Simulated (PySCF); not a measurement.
Structure with atom numbers: `[Cl:1]/[CH:2]=[CH:3]\[CH2:4][B:5]([Cl:6])[Cl:7]`. Each H is labelled by its parent atom.

Geometry: PBE0-D3(BJ)/def2-SVP; GIAO absolute shieldings from PySCF, gas phase, non-relativistic, averaged over equivalent atoms.

At WP04/pcSseg-1 (160 basis functions, 35 s wall time on 1 thread of an Intel Xeon Platinum 8175M, shared host):
```json
{"atoms": "Cl6/Cl7", "σ (ppm)": "665.2"}
{"atoms": "Cl1", "σ (ppm)": "726.5"}
{"atoms": "C3", "σ (ppm)": "37.7"}
{"atoms": "C2", "σ (ppm)": "37.8"}
{"atoms": "C4", "σ (ppm)": "142.2"}
{"atoms": "B5", "σ (ppm)": "27.8"}
{"atoms": "H(C2)", "σ (ppm)": "25.67"}
{"atoms": "H(C3)", "σ (ppm)": "25.87"}
{"atoms": "H(C4)", "σ (ppm)": "29.02"}
```

Estimate the result of repeating the calculation with PBE0/def2-TZVP.

Answers


| atoms | σ at PBE0/def2-TZVP | change |
| --- | --- | --- |
| Cl6/Cl7 | 651.6 | -13.6 |
| Cl1 | 747.3 | +20.8 |
| C3 | 52.1 | +14.4 |
| C2 | 56.7 | +18.9 |
| C4 | 155.4 | +13.2 |
| B5 | 38.4 | +10.6 |
| H(C2) | 25.15 | -0.52 |
| H(C3) | 25.38 | -0.49 |
| H(C4) | 28.67 | -0.35 |

The largest change is at Cl1 (chlorine bonded to C). Cost: 259 basis functions, 84 s wall time on 1 thread of an Intel Xeon Platinum 8175M, shared host. The order of the carbon signals is the same at both levels.

A carbon bonded to boron is broadened by the quadrupolar boron nucleus and is often missing from a measured spectrum. Carbons that carry Cl, above all several Cl atoms, come out too deshielded, partly because spin–orbit coupling is missing.
